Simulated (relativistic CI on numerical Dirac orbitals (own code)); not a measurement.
**How well does a small relativistic CI reproduce Sc4+?**

Computed by Dirac-Coulomb-Breit CI, separate exchange-only KLI orbitals for each configuration, QED by a radiative potential, valence Slater integrals scaled by 0.85, P86 correlation energy added to each configuration (own radial code, finite nucleus).

Configuration list (outside the closed core [Ne]): 3s2 3p5, 3s 3p6, 3s2 3p4 3d, 3s 3p5 3d, 3s2 3p4 4s, 3s2 3p4 4p, 3s2 3p4 4d, 3p6 3d, 3s2 3p4 5s, 3s2 3p4 4f, 3s 3p4 3d2, 3s2 3p4 5p, 3s2 3p4 5d, 3s 3p5 4s, 3s2 3p3 3d2, 3s2 3p2 3d3, 3s 3p3 3d3, 3s2 3p2 3d2 4s, 3s2 3p2 3d2 4p, 3s2 3p2 3d2 4d. Double excitations out of closed p, d and f shells are left out; levels of such configurations are missing from the list, as are those of other unlisted configurations, and high levels can miss mixing partners. These lack a partner that the ground configuration has and come out too high: 3s2 3p4 5s, 3s2 3p4 4f, 3s2 3p4 5p, 3s2 3p4 5d, 3s 3p5 4s.

```csv
Configuration,Term (tabulated),J,Measured (cm⁻¹),Computed,Error,Purity (%)
3s2 3p5,2P°,3/2,0.0,0,0,97
3s2 3p5,2P°,1/2,4325.6,4302,-23,97
3s 3p6,2S,1/2,174412.0,182062,7650,71
3s2 3p4 3d,2P,1/2,254638.0,260729,6091,96
3s2 3p4 3d,2P,3/2,257284.0,263338,6054,94
3s2 3p4 3d,2S,1/2,337650.0,335578,-2072,69
3s2 3p4 3d,2P,3/2,345320.0,345756,436,93
3s2 3p4 3d,2P,1/2,346890.0,347323,433,95
3s2 3p4 4s,4P,5/2,386387.0,400526,14139,98
3s2 3p4 4s,2P,3/2,395498.0,409206,13708,92
3s2 3p4 4s,2P,1/2,398440.0,412136,13696,97
3s2 3p4 4s,2S,1/2,437508.0,447852,10344,96
3s2 3p4 5s,2P †,1/2,550800.0,579140,28340,95
3s2 3p4 5s,2P †,3/2,552600.0,576862,24262,60
```

Measured levels from Sugar and Corliss, J. Phys. Chem. Ref. Data 9, 473 (1980); pairs were made by configuration, J and term (by order where the table uses no LS term), so strongly mixed levels may be paired wrongly. Some J values or terms of the table were assigned by a fit.

Mean error by configuration (cm⁻¹): 3s2 3p5 -23; 3s 3p6 7650; 3s2 3p4 3d 2188; 3s2 3p4 4s 12972. Over the excited levels the mean absolute error is 6786 cm⁻¹ (13 of the 13 excited levels that our extract of the source holds in range could be paired), and the median relative error of those above 1,000 cm⁻¹ is 2.4 %. † marks terms whose computed intervals miss the measured ones by more than a factor of 2.5, or configurations far off the rest, from wrong mixing, a near crossing or a doubtful label or measurement; they are left out of the means.
